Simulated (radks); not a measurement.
Values are calculated unless marked as measured or tabulated.
Excited configurations of Nd IV: one electron is placed in a higher orbital outside [Xe] 4f2. The ground configuration is [Xe] 4f3. Code: a radial shooting solver on a logarithmic mesh with Libxc functionals. Model: Dirac Kohn-Sham, LDA (Slater exchange, Perdew-Wang correlation), spin-unpolarised, spherical densities, point nucleus; open shells fill j = l - 1/2 first. Excitation = E - E(ground); binding = E(ion) - E, where the ion is the core of charge +4; n* = 4/sqrt(2 binding) in atomic units, and the quantum defect is n - n*.

| outer orbital | excitation (eV) | binding (eV) | n* | quantum defect | eigenvalue (eV) | <r> (bohr) |
|---|---|---|---|---|---|---|
| 5d3/2 | 9.201 | 31.395 | 2.633 | 2.367 | -26.302 | 2.158 |
| 5f5/2 | 26.215 | 14.380 | 3.891 | 1.109 | -11.979 | 4.112 |
| 6s1/2 | 13.362 | 27.234 | 2.827 | 3.173 | -23.976 | 3.142 |
| 6p1/2 | 18.068 | 22.528 | 3.109 | 2.891 | -19.741 | 3.554 |
| 6f5/2 | 31.191 | 9.404 | 4.811 | 1.189 | -8.157 | 7.327 |
| 7s1/2 | 25.820 | 14.775 | 3.838 | 3.162 | -13.181 | 5.692 |
| 7p1/2 | 27.730 | 12.865 | 4.114 | 2.886 | -11.434 | 6.308 |
| 7f5/2 | 34.043 | 6.552 | 5.764 | 1.236 | -5.791 | 11.25 |

The Delta-SCF ionisation energy is 40.595 eV (NIST Atomic Spectra Database: 40.60 eV, semi-empirical). Self-interaction in the functional shifts the binding energies and quantum defects, so they are the method's values and not measured ones. Spin polarisation and multiplet splitting are left out, so open shells lie too high by an amount that depends on their filling.

Beside tabulated values, note that spin-unpolarised runs miss the spin-polarisation part of the exchange energy of open shells.
